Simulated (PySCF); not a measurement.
**Computed beside measured shifts**

System: 5-Phenylpentanoyl fluoride (2s) (C11H13FO), SMILES O=C(F)CCCCc1ccccc1.

Atom-mapped SMILES (hydrogens are numbered by the atom that bears them): [O:1]=[C:2]([F:3])[CH2:4][CH2:5][CH2:6][CH2:7][c:8]1[cH:9][cH:10][cH:11][cH:12][cH:13]1

Level of theory: GIAO KT3/pcSseg-2, gas phase, PySCF SCF with an in-house response code, fitting set def2-universal-JFIT, grid level 2, non-relativistic, geometry: PBE0-D3(BJ)/def2-SVP.

One optimised conformer. Values are averaged over the atoms that symmetry or fast rotation interchanges, on this one geometry and without vibrational averaging. Shifts are the reference shielding less the shielding here, at the same level (13C, 1H against isolated TMS; 19F against isolated CFCl3; 17O against isolated H2O); nuclei without a reference have shieldings only.

**Question.** What shifts does this level give for F3, and how do they compare with measurement?

**Answer.** 
```
atom  nucleus  computed / ppm  measured / ppm  computed less measured  measured against  medium of the measurement
  F3      19F            15.2            45.5                   -30.3             CFCl3                      CDCl3
```

Computed 19F and 31P shifts carry an offset from the reference molecule (CFCl3 is hard for DFT, lone H3PO4 or PH3 isn't the 85 % acid), so differences between compounds are more accurate than the values.

Measured values: Marie Gonay, Chloé Batisse, Jean-François Paquin, Synthesis of Acyl Fluorides from Carboxylic Acids Using NaF-Assisted Deoxofluorination with XtalFluor-E, J. Org. Chem. 2020, 85, 10253−10260.
